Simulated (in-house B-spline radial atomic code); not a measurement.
# PBE hybrid excitations of the iron ion Fe⁸⁺

Method: PBE hybrid with 0.7 exact exchange. Computed with a B-spline radial code for spherical atoms: linear response of the closed shell [Ne] 3s2 3p6 with the functional's adiabatic kernel; scalar-relativistic (spin-free one-electron X2C), finite nucleus, no spin-orbit coupling, no double excitations, S, P, D and F terms only. Only terms of natural parity with L up to 3 were computed.

Command:
```bash
python run_td.py task.json out
```
Settings (radii: box in bohr, nucleus in fm):
```
Z                        26
electrons                18
configuration            [Ne] 3s2 3p6
hamiltonian              x2c
method                   pbeh
box_radius               11.59
exact_exchange_fraction  0.7
rms_radius               3.7377
intervals                70
```

Cost of the run: 1.1 s on 1 thread of Arm Neoverse N1, with other jobs on the host.

The lowest states, in the order of their Tamm-Dancoff energies; the method's threshold (minus the highest occupied level) is 231.17 eV. Labels give the largest channel, * marks a mixed state, and oscillator strengths are full-response dipole values. Semilocal kernels can invert the small singlet-triplet splittings of Rydberg terms. Energies in eV:

```
     state  full response  Tamm-Dancoff  oscillator strength
3p → 3d 3P          50.82         51.00                    -
3p → 3d 3F          52.02         52.50                    -
3p → 3d 1F          57.18         57.23                    -
3p → 3d 1P              ?             ?                    ?
3s → 3d 3D          94.63         94.71                    -
3s → 3d 1D         100.74        100.89                    -
3p → 4s 3P         118.04        118.07                    -
3p → 4s 1P         119.30        119.34                0.349
3p → 4p 3S         128.00        128.05                    -
3p → 4p 3D         130.04        130.07                    -
3p → 4p 1D         130.85        130.86                    -
3p → 4p 1S         135.60        135.91                    -
3p → 4d 3P         147.60        147.61                    -
3p → 4d 3F         148.34        148.35                    -
3p → 4d 1F              ?             ?                    -
3p → 4d 1P         149.26        149.33                0.553
3s → 4s 3S         160.18        160.19                    -
3p → 4f 3D         161.42        161.43                    -
3s → 4s 1S         162.18        162.27                    -
3p → 4f 1D         163.10        163.14                    -
3p → 5s 3P         168.18        168.19                    -
3p → 5s 1P         168.67        168.68                0.093
```

Question: Where does 3p → 3d 1P lie?

Answer: At 72.16 eV in full response, 75.21 eV in Tamm-Dancoff, oscillator strength 2.9.

Question: Where does 3p → 4d 1F lie?

Answer: At 148.78 eV in full response, 148.78 eV in Tamm-Dancoff.

Question: How large is the singlet-triplet splitting of 3p → 3d (F terms) in Tamm-Dancoff?

Answer: 4.73 eV, from the unrounded values.

Question: What polarisabilities and dispersion coefficient does the method give?

Answer: Dipole 0.4936 bohr³, quadrupole 0.2998 bohr⁵, C6 0.5673 hartree·bohr⁶ for two such species.
